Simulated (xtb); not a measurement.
A run for xtb: GFN-FF on HISSi (SMILES S[Si]I), a point of a torsion scan.

```
$ xtb mol.xyz --gfnff --sp --chrg 0 --uhf 0
4

S     -1.31034338     0.41539470     0.52307568
Si     0.58624485     0.98697456    -0.39274269
I      1.68124784     2.10226899     1.54224230
H     -1.47785482    -0.65442182    -0.24434674
```

The log:

```
[...]
           -------------------------------------------------
          |                Calculation Setup                |
           -------------------------------------------------



          ==================== Thresholds ====================
          CN  :   150.00000
          rep :   500.00000
          disp:  2500.00000
          HB1 :   250.00000
          HB2 :   450.00000

          Pauling EN used:
          Z : 1  EN :  2.20
          Z :14  EN :  1.90
          Z :16  EN :  2.58
          Z :53  EN :  2.66
          electric field strengths (au): 0.000

           -------------------------------------------------
          |           Force Field Initialization            |
           -------------------------------------------------

          distances ...
          ----------------------------------------
          generating topology and atomic info file ...
          pair mat ...
          computing topology distances matrix with Floyd-Warshall algo ...
          making topology EEQ charges ...
          #fragments for EEQ constrain: 1
          ----------------------------------------
          generating topology and atomic info file ...
          pair mat ...
          computing topology distances matrix with Floyd-Warshall algo ...
          making topology EEQ charges ...
          #fragments for EEQ constrain: 1
          rings ...
          # BATM   2
          # H in HB   1
          doing iterative Hueckel for 1 subsystem(s) ...

  atom   neighbors  erfCN metchar sp-hybrid imet pi  qest     coordinates
    1  S       2    1.96   0.00         3    0    0  -0.134   -2.476190    0.784982    0.988470
    2  Si      2    1.90   0.03         2    0    0   0.115    1.107842    1.865112   -0.742176
    3  I       1    1.02   0.00         0    0    0  -0.057    3.177098    3.972713    2.914416
    4  H       1    0.98   0.00         0    0    0   0.076   -2.792741   -1.236678   -0.461748

          #atoms :   4
          #bonds :   3
          #angl  :   2
          #tors  :   1
          #nmol  :   1
          #optfrag :   1
           -------------------------------------------------
          |                   G F N - F F                   |
          |          A general generic force-field          |
          |                  Version 1.0.3                  |
           -------------------------------------------------
          Number of HB bonds (bound hydrogen)     12
          Number of HB bonds (unbound hydrogen)   6
          Number of XB bonds                      0

 E+G (total)                   0 d,  0 h,  0 min,  0.000 sec
 distance/D3 list               ...        0 min,  0.000 sec (  1.616%)
 non bonded repulsion           ...        0 min,  0.000 sec ( 13.650%)
 dCN                            ...        0 min,  0.000 sec (  3.064%)
 EEQ energy and q               ...        0 min,  0.000 sec (  8.567%)
 D3                             ...        0 min,  0.000 sec ( 13.662%)
 EEQ gradient                   ...        0 min,  0.000 sec (  8.733%)
 bonds                          ...        0 min,  0.000 sec (  7.731%)
 bend and torsion               ...        0 min,  0.000 sec ( 11.776%)
 bonded ATM                     ...        0 min,  0.000 sec (  3.330%)
 HB/XB (incl list setup)        ...        0 min,  0.000 sec ( 21.972%)

         :::::::::::::::::::::::::::::::::::::::::::::::::::::
         ::                     SUMMARY                     ::
         :::::::::::::::::::::::::::::::::::::::::::::::::::::
         :: total energy              -0.252951484259 Eh    ::
         :: gradient norm              0.028796496586 Eh/a0 ::
Note: The following floating-point exceptions are signalling: IEEE_UNDERFLOW_FLAG IEEE_DENORMAL
normal termination of xtb
         ::.................................................::
         :: bond energy               -0.263249471028 Eh    ::
         :: angle energy               0.000806196632 Eh    ::
         :: torsion energy             0.000002952763 Eh    ::
         :: repulsion energy           0.017464864453 Eh    ::
         :: electrostat energy        -0.005553663123 Eh    ::
         :: dispersion energy         -0.002437312428 Eh    ::
         :: HB energy                 -0.000000000061 Eh    ::
         :: XB energy                  0.000000000000 Eh    ::
         :: bonded atm energy          0.000014948534 Eh    ::
         :: external energy            0.000000000000 Eh    ::
         :: add. restraining           0.000000000000 Eh    ::
         :: total charge               0.000000000000 e     ::
         :::::::::::::::::::::::::::::::::::::::::::::::::::::

           -------------------------------------------------
          |                Property Printout                |
           -------------------------------------------------

molecular dipole:
                 x           y           z       tot (Debye)
 q only:        0.131      -0.208      -0.438       1.277

           -------------------------------------------------
          | TOTAL ENERGY               -0.252951484259 Eh   |
          | GRADIENT NORM               0.028796496586 Eh/α |
           -------------------------------------------------
########################################################################
[WARNING] Runtime exception occurred
-1- gfnff_setup: Could not read topology file.
########################################################################

------------------------------------------------------------------------
------------------------------------------------------------------------
 total:
 SCF:
```

The run finished.

Cost: roughly 0.020 core-seconds.
